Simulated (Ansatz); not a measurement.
# A cut through the energy surface

CH2BrF (SMILES FCBr), closed shell, at its PBE0-D4/def2-TZVP minimum:

| atom | x (Å) | y (Å) | z (Å) |
| --- | --- | --- | --- |
| F1 | 0.6869 | 1.1707 | 0.1630 |
| C2 | 0.1500 | -0.0667 | 0.0766 |
| Br3 | -1.5449 | -0.0125 | -0.8552 |
| H4 | 0.8077 | -0.7136 | -0.5004 |
| H5 | -0.0497 | -0.4515 | 1.0746 |

The bond length C2–Br3 (1.935 Å at the minimum) is set to the values below, the two halves moving rigidly along the bond. Each method's energies count from its own value at the PBE0-D4 minimum structure. Computed with Ansatz 0.2.0 (basis: def2-TZVPP); correlated methods freeze the cores. Filled d shells of the heavier atoms are correlated. The def2 sets are not built for correlating such inner shells, so the correlated values are less sure here. B3LYP uses VWN-RPA correlation.

```tsv
bond length (Å)	CCSD(T) (kcal/mol)	PBE-D4 (kcal/mol)	B3LYP-D4 (kcal/mol)	r2SCAN-D4 (kcal/mol)
1.741	11.13	12.34	12.32	11.63
1.780	6.69	7.77	7.72	7.19
1.837	2.49	3.25	3.19	2.87
1.904	0.25	0.52	0.49	0.39
1.977	0.29	-0.10	-0.04	0.08
2.056	2.41	1.22	1.41	1.73
2.141	6.29	4.22	4.59	5.09
2.229	11.41	8.43	9.03	9.69
2.322	17.49	13.61	14.46	15.28
```

Minimum and curvature along this coordinate at CCSD(T): A fifth-order fit through the nearest points gives 1.938 Å, with a curvature of about 18 eV/Å².

Problem. Treat the two halves as rigid bodies and work out the harmonic wavenumber of this stretch from that curvature (ν̃ = 521.5 √(k/μ) cm⁻¹ with k in eV/Å² and μ in u).

Solution. The halves weigh 33.02 and 79.90 u, so μ = 33.02 × 79.90/112.92 = 23.364 u and ν̃ = 521.5 √(18/23.364) ≈ 460 cm⁻¹. A true normal mode mixes in other motions, so this is a guide only.

Largest difference from the CCSD(T) curve over the scan: PBE0-D4 0.56; wB97M-V 1.05; HF 2.92; MP2 2.40 kcal/mol. Each curve counts from its own value at the minimum.

T1 diagnostic: at most 0.012. The restricted Hartree–Fock reference is unstable towards an unrestricted one here.

For scale, one of the runs: CCSD(T)/def2-TZVPP, 138 basis functions (an equivalent command: `ansatz run in.yaml --threads 2`). Hardware: 2 CPU threads, shared host. Wall time 9 s; peak host memory 0.63 GiB.
